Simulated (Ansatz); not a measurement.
Compare A (`[SiH3]C1B[SiH2]1`) with its isomer B (`B1C[SiH2][SiH2]1`).

Computed with Ansatz on PBE0-D4/def2-TZVP structures; ΔE is electronic, products minus reactants. CBS: MP2 limit from def2 TZ/QZ plus the TZ coupled-cluster correction, frozen cores. Functionals use def2-TZVPP. B3LYP here is the variant with VWN-RPA as its local correlation; programs differ in this.

Problem. Which is lower in electronic energy at CCSD(T)/CBS, and by how much? (An estimate is asked.)

Solution. Computed: B, by 18.1 kcal/mol.

Problem. Give E(B) − E(A) in kcal/mol with B3LYP-D4, ωB97M-V, B2PLYP, PBE0-D4, BLYP-D4, MP2/def2-TZVPP, HF/def2-TZVPP. (Best estimate.)

Solution. The calculation gave: B3LYP-D4 -17.9, ωB97M-V -17.4, B2PLYP -17.7, PBE0-D4 -21.8, BLYP-D4 -18.3, MP2/def2-TZVPP -17.9, HF/def2-TZVPP -12.3. None reverses the order clearly.

Problem. Does the order hold for the free energy at 298.15 K (harmonic terms from PBE0-D4)? (An estimate is asked.)

Solution. Computed: Yes: G(B) − G(A) = -15.6 kcal/mol.

Largest T1 diagnostic: 0.015.

At CCSD(T), def2-SVP lies −0.8 kcal/mol from the extrapolated value and def2-TZVPP −0.2 kcal/mol. Leaving LDA and LC-ωPBE aside and taking each functional with its dispersion term where it has one, the values, not all of them listed here, spread over 6.1 kcal/mol, from PBE-D4 to BHLYP-D4. LDA lies −1.6 kcal/mol from PBE without D4.
